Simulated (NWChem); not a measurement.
System: diboron tetrafluoride (B2F4); SMILES FB(B(F)F)F

NWChem input:

```
start job
memory heap 200 mb stack 900 mb global 1100 mb
geometry units angstroms noautosym nocenter noautoz
  F      0.798336    -0.798336     1.551312
  B      0.000000     0.000000     0.857443
  F     -0.798336     0.798336     1.551312
  B      0.000000     0.000000    -0.857443
  F     -0.798336    -0.798336    -1.551312
  F      0.798336     0.798336    -1.551312
end
basis spherical
  * library def2-svp
end
dft
  xc b3lyp
  iterations 150
end
property
  response 1 0.0773
end
task dft property
```

Excerpt of the output:

```
             Northwest Computational Chemistry Package (NWChem) 7.3.0
             --------------------------------------------------------

                             Geometry "geometry" -> ""
                             -------------------------

 Output coordinates in angstroms (scale by  1.889725989 to convert to a.u.)

  No.       Tag          Charge          X              Y              Z
 ---- ---------------- ---------- -------------- -------------- --------------
    1 F                    9.0000     0.79833600    -0.79833600     1.55131200
    2 B                    5.0000     0.00000000     0.00000000     0.85744300
    3 F                    9.0000    -0.79833600     0.79833600     1.55131200
    4 B                    5.0000     0.00000000     0.00000000    -0.85744300
    5 F                    9.0000    -0.79833600    -0.79833600    -1.55131200
    6 F                    9.0000     0.79833600     0.79833600    -1.55131200

 Effective nuclear repulsion energy (a.u.)     202.4994971105

                              NWChem Property Module
                              ----------------------

                                 NWChem DFT Module
                                 -----------------

 Summary of "ao basis" -> "ao basis" (spherical)
 ------------------------------------------------------------------------------
       Tag                 Description            Shells   Functions and Types
 ---------------- ------------------------------  ------  ---------------------
 F                          def2-svp                 6       14   3s2p1d
 B                          def2-svp                 6       14   3s2p1d

            General Information
            -------------------
          SCF calculation type: DFT
          Wavefunction type:  closed shell.
          No. of atoms     :     6
          No. of electrons :    46
           Alpha electrons :    23
            Beta electrons :    23
          Charge           :     0
          Spin multiplicity:     1
          Use of symmetry is: off; symmetry adaption is: off
          Maximum number of iterations: 150
          AO basis - number of functions:    84
                     number of shells:    36
          Convergence on energy requested:  1.00D-06
          Convergence on density requested:  1.00D-05
          Convergence on gradient requested:  5.00D-04

              XC Information
              --------------
                         B3LYP Method XC Potential
                     Hartree-Fock (Exact) Exchange  0.200
                        Slater Exchange Functional  0.800 local
                    Becke 1988 Exchange Functional  0.720 non-local
              Lee-Yang-Parr Correlation Functional  0.810
                  VWN I RPA Correlation Functional  0.190 local

             Grid Information
             ----------------
          Grid used for XC integration:  medium
          Radial quadrature: Mura-Knowles
          Angular quadrature: Lebedev.
          Tag              B.-S. Rad. Rad. Pts. Rad. Cut. Ang. Pts.
          ---              ---------- --------- --------- ---------
          F                   0.50       49           8.0       434
          B                   0.85       49           8.0       434
          Grid pruning is: on
          Number of quadrature shells:   294
          Spatial weights used:  Erf1

      Superposition of Atomic Density Guess
      -------------------------------------

 Sum of atomic energies:        -446.17803481

      Non-variational initial energy
      ------------------------------

 Total energy =    -447.623376
 1-e energy   =   -1023.453142
 2-e energy   =     373.330269
 HOMO         =      -0.423578
 LUMO         =       0.041538

   convergence    iter        energy       DeltaE   RMS-Dens  Diis-err
 ---------------- ----- ----------------- --------- --------- ---------
 d= 0,ls=0.0,diis     1   -448.8077922327 -6.51D+02  2.10D-02  1.25D+00
 d= 0,ls=0.0,diis     2   -448.6988210126  1.09D-01  9.91D-03  3.03D+00
 d= 0,ls=0.0,diis     3   -448.9604013186 -2.62D-01  1.60D-03  1.78D-02
 d= 0,ls=0.0,diis     4   -448.9617488920 -1.35D-03  3.73D-04  1.56D-03
 d= 0,ls=0.0,diis     5   -448.9618939333 -1.45D-04  1.02D-05  1.11D-06
 d= 0,ls=0.0,diis     6   -448.9618940377 -1.04D-07  1.88D-06  5.39D-08

         Total DFT energy =     -448.961894037714
      One electron energy =    -1025.915072048934
           Coulomb energy =      424.544002666285
    Exchange-Corr. energy =      -50.090321765536
 Nuclear repulsion energy =      202.499497110471

 Numeric. integr. density =       46.000003309353

                       DFT Final Molecular Orbital Analysis
                       ------------------------------------

 Vector   21  Occ=2.000000D+00  E=-4.381851D-01
              MO Center=  9.6D-08, -6.6D-08,  1.5D+00, r^2= 1.8D+00
   Bfn.  Coefficient  Atom+Function         Bfn.  Coefficient  Atom+Function
  ----- ------------  ---------------      ----- ------------  ---------------
     6      0.328088  1 F  pz                34     -0.328088  3 F  pz
     4     -0.253527  1 F  px                 5      0.253540  1 F  py
    32     -0.253527  3 F  px                33      0.253540  3 F  py
     9     -0.226744  1 F  pz                37      0.226744  3 F  pz
     7      0.156823  1 F  px                 8     -0.156832  1 F  py

 Vector   22  Occ=2.000000D+00  E=-4.381851D-01
              MO Center=  2.8D-07,  2.7D-07, -1.5D+00, r^2= 1.8D+00
   Bfn.  Coefficient  Atom+Function         Bfn.  Coefficient  Atom+Function
  ----- ------------  ---------------      ----- ------------  ---------------
    62      0.328088  5 F  pz                76     -0.328088  6 F  pz
    60     -0.253540  5 F  px                61     -0.253527  5 F  py
    74     -0.253540  6 F  px                75     -0.253527  6 F  py
    65     -0.226744  5 F  pz                79      0.226744  6 F  pz
    63      0.156832  5 F  px                64      0.156823  5 F  py

 Vector   23  Occ=2.000000D+00  E=-3.544750D-01
              MO Center=  4.6D-08,  2.3D-08, -2.5D-07, r^2= 2.4D+00
   Bfn.  Coefficient  Atom+Function         Bfn.  Coefficient  Atom+Function
  ----- ------------  ---------------      ----- ------------  ---------------
    20      0.315933  2 B  pz                48     -0.315933  4 B  pz
     6     -0.254007  1 F  pz                34     -0.254007  3 F  pz
    62      0.254007  5 F  pz                76      0.254007  6 F  pz
    16      0.232887  2 B  s                 44      0.232887  4 B  s
     9      0.159979  1 F  pz                37      0.159979  3 F  pz

 Vector   24  Occ=0.000000D+00  E=-3.581134D-02
              MO Center= -7.8D-09, -1.1D-08,  6.5D-01, r^2= 2.2D+00
   Bfn.  Coefficient  Atom+Function         Bfn.  Coefficient  Atom+Function
  ----- ------------  ---------------      ----- ------------  ---------------
    18      0.417399  2 B  px                19      0.417869  2 B  py
    21     -0.292332  2 B  px                22     -0.293402  2 B  py
    50     -0.175241  4 B  py                49     -0.173442  4 B  px
     4     -0.171254  1 F  px                 5     -0.171237  1 F  py
    32     -0.171254  3 F  px                33     -0.171237  3 F  py

 Vector   25  Occ=0.000000D+00  E=-3.581133D-02
              MO Center=  3.6D-09,  5.8D-09, -6.5D-01, r^2= 2.2D+00
   Bfn.  Coefficient  Atom+Function         Bfn.  Coefficient  Atom+Function
  ----- ------------  ---------------      ----- ------------  ---------------
    46      0.417869  4 B  px                47     -0.417399  4 B  py
    49     -0.293402  4 B  px                50      0.292332  4 B  py
    21     -0.175241  2 B  px                22      0.173442  2 B  py
    60     -0.171237  5 F  px                61      0.171254  5 F  py
    74     -0.171237  6 F  px                75      0.171254  6 F  py

 Vector   26  Occ=0.000000D+00  E= 8.420734D-02
              MO Center= -4.2D-09, -4.7D-09,  1.7D-06, r^2= 5.5D+00
   Bfn.  Coefficient  Atom+Function         Bfn.  Coefficient  Atom+Function
  ----- ------------  ---------------      ----- ------------  ---------------
    17      1.054009  2 B  s                 45      1.054007  4 B  s
    16     -0.429867  2 B  s                 44     -0.429867  4 B  s
    23      0.343604  2 B  pz                51     -0.343604  4 B  pz
     3     -0.338118  1 F  s                 31     -0.338118  3 F  s
    59     -0.338118  5 F  s                 73     -0.338118  6 F  s

     Multipole analysis of the density
     ---------------------------------

     L   x y z        total         alpha         beta         nuclear
     -   - - -        -----         -----         ----         -------
     0   0 0 0     -0.000000    -23.000000    -23.000000     46.000000

     1   1 0 0      0.000000      0.000000      0.000000      0.000000
     1   0 1 0      0.000000      0.000000      0.000000      0.000000
     1   0 0 1     -0.000000     -0.000000     -0.000000      0.000000

     2   2 0 0    -22.573866    -52.254635    -52.254635     81.935404
     2   1 1 0      0.000000      0.000000      0.000000      0.000000
     2   1 0 1     -0.000000     -0.000000     -0.000000      0.000000
     2   0 2 0    -22.573866    -52.254635    -52.254635     81.935404
     2   0 1 1     -0.000000     -0.000000     -0.000000      0.000000
     2   0 0 2    -25.633672   -180.636443   -180.636443    335.639214

 *** CALLING NEW AORESP DRIVER FOR CLOSED AND OPEN SHELLS ***
 Entering AOResponse driver routine

--------------------------------------------------------------------------------

          -----------------------------------------------
          Solving response equations for perturbing field
          -----------------------------------------------

 number of frequencies:     1
 frequency in a.u.:  0.7730000E-01
 Perturbing field: electric
 Using El. Dipole Length Gauge

 Setting up CPKS with frequency omega =      0.07730000 a.u.

                            NWChem Dynamic CPHF Module
                            --------------------------

    scftype = RHF
    nclosed =   23
      nopen =    0
  variables =     2806
  num. vecs =        3
  tolerance =   1.0D-04
  max. iter =   50

 SCF residual:    1.3686269135863085E-005

Iterative solution of linear equations
  No. of variables     2806
  No. of equations        3
  Maximum subspace       30
       Convergence  1.0D-04

   iter   nsub   residual    time
   ----  ------  --------  ---------
     1      3    1.52D+00       7.8
     2      6    1.38D+00      10.3
     3      9    9.17D-02      12.8
     4     12    1.74D-02      15.4
     5     15    3.12D-03      17.8
     6     18    3.37D-04      20.5
     7     21    4.28D-05      23.3

 Electric Dipole Response Matrix (nonzero elements):

              1        2        3
    1   21.0158  -0.0000  -0.0000
    2   -0.0000  21.0158   0.0000
    3   -0.0000   0.0000  23.6793

 ------------------------------------------
 average:        21.90363 + I       0.00000

 DFT Linear Response polarizability / au
 Frequency  =       0.0773000 / au
 Wavelength =     589.4353558 / nm
              X              Y              Z
 -----------------------------------------------
 X      21.0158209     -0.0000001     -0.0000000
 Y      -0.0000001     21.0158209      0.0000000
 Z      -0.0000000      0.0000000     23.6792619
 -----------------------------------------------
 Eigenvalues =      21.0158208     21.0158210     23.6792619
 Isotropic   =      21.9036345
 Anisotropic =       2.6634410
 -----------------------------------------------

 Magnetic Dipole Response Matrix (nonzero elements):

 Exiting AOResponse driver routine
```

Level: B3LYP/def2-SVP. Structure relaxed at the B3LYP/6-31G* (spherical d) level.
